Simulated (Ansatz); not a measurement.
Reaction (ligand exchange at the Si–O bond): `[SiH3][O][Sn][O][SiH3]` + `O[SiH](O)[SiH3]` → `O[SiH]([SiH3])O[SiH3]` + `[OH][Sn][O][SiH3]`

Isolated molecules relaxed with PBE0-D4/def2-TZVP in Ansatz; ΔE leaves out vibrations. CCSD(T)/CBS is the MP2 limit (def2-TZVPP, def2-QZVPP) plus CCSD(T) − MP2 in def2-TZVPP, frozen cores. This one scheme is used for every species. Functionals use def2-TZVPP. B3LYP here is the variant with VWN-RPA as its local correlation; programs differ in this. HSE06 is defined as in plane-wave codes. Elements past krypton have def2 core potentials. For Sn outer-core shells are correlated without core-valence functions, which leaves a few kJ/mol of doubt a bond. One conformer a species, not always the lowest.

```csv
level,ΔE (kJ/mol),difference from CCSD(T)/CBS
LDA (SPW92),0.2,-3.3
revPBE-D4,1.2,-2.3
BLYP-D4,2.1,-1.4
r2SCAN-D4,0.5,-3.0
B97M-V,2.8,-0.7
PBE0-D4,2.6,-0.9
B3LYP-D4,3.2,-0.3
r2SCANh-D4,1.2,-2.3
r2SCAN0-D4,2.1,-1.4
HSE06-D4,2.7,-0.8
BHLYP-D4,5.4,1.9
CAM-B3LYP-D4,3.1,-0.4
ωB97X-V,2.9,-0.6
ωB97M-V,2.8,-0.7
B2PLYP,2.4,-1.1
PBE-QIDH,3.3,-0.2
PBE,0.2,-3.3
revPBE,-0.1,-3.6
BLYP,0.0,-3.5
r2SCAN,0.3,-3.2
B3LYP,1.3,-2.2
r2SCANh,1.0,-2.5
r2SCAN0,1.8,-1.7
HSE06,1.7,-1.8
BHLYP,2.9,-0.6
CAM-B3LYP,2.0,-1.5
LC-ωPBE,2.2,-1.3
HF/def2-SVP,12.5,9.0
MP2/def2-SVP,10.4,6.9
CCSD/def2-SVP,10.3,6.8
CCSD(T)/def2-SVP,9.7,6.2
HF/def2-TZVPP,5.3,1.8
MP2/def2-TZVPP,4.4,0.9
SCS-MP2/def2-TZVPP,4.2,0.7
CCSD/def2-TZVPP,4.2,0.7
CCSD(T)/def2-TZVPP,3.8,0.3
HF/def2-QZVPP,4.8,1.3
MP2/def2-QZVPP,4.0,0.5
HF/CBS(def2),4.7,1.2
CCSD/CBS(def2),3.9,0.4
CCSD(T)/CBS,3.5,0
```

Largest T1 diagnostic among the species: 0.016.

Leaving LDA and LC-ωPBE aside and taking each functional with its dispersion term where it has one, the values spread over 4.9 kJ/mol, from r2SCAN-D4 to BHLYP-D4. At CCSD(T), def2-SVP lies +6.2 kJ/mol from the extrapolated value and def2-TZVPP +0.3 kJ/mol.
